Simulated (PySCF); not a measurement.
A single-point calculation

YbCl2 (singlet in the valence; each metal's 4f electrons, 14 of them, lie in its core potential, out of spins and levels). PySCF 2.14.0, RKS TPSS, Yb lcecp-0-SVP with ECP60, Cl def2-SVP; non-relativistic Hamiltonian with scalar-relativistic core potentials where named; density fitting; no spin-orbit coupling. Purpose: level TPSS.

```python
mol = gto.M(atom='''
Yb    -0.00000     0.00000     0.11336
Cl     2.52086    -0.00000     0.57487
Cl    -2.52086     0.00000     0.57487''',
    basis={'Yb': 'lcecp-0-SVP', 'Cl': 'def2-SVP'},
    ecp={'Yb': 'lcecp-0-SVP'},
    charge=0, spin=0)
mf = dft.RKS(mol, xc='TPSS')
mf.grids.atom_grid = (75, 302)  # f atoms: unpruned, at least (60, 302)
mf = mf.density_fit()  # fitting sets: Yb AutoAux, Cl def2-universal-JKFIT
mf.conv_tol = 1e-08; mf.max_cycle = 55
mf.kernel(dm0)  # dm0: converged density of the relaxed state
mf.nuc_grad_method().kernel()
```

Run from Python with OMP_NUM_THREADS=2; the lines above give its settings. Where DIIS fails, smearing, a level shift and second-order steps follow.
It took 2.2 s on 2 threads of Arm Neoverse V2, on a shared host, from an already converged density.

The 4f levels lie in the core potential and are missing.

Task: What are the Mulliken charges and spins?

Result: 
```csv
atom,charge (e),spin (e)
Yb1,0.775,0.000
Cl2,-0.387,0.000
Cl3,-0.387,0.000
```

Task: What forces act on the atoms (eV/Å)?

Result: 
```
Yb   0.00  0.00 -0.06
Cl   0.11  0.00  0.03
Cl  -0.11  0.00  0.03
```
Forces carry noise of the integration grid, about 0.01 to 0.03 eV/Å.

The geometry was relaxed with PBE0 (Yb lcecp-0-SVP with ECP60, Cl def2-SVP).

An lcecp potential fixes the number of 4f electrons, so in runs with it no electron can move into or out of that shell.
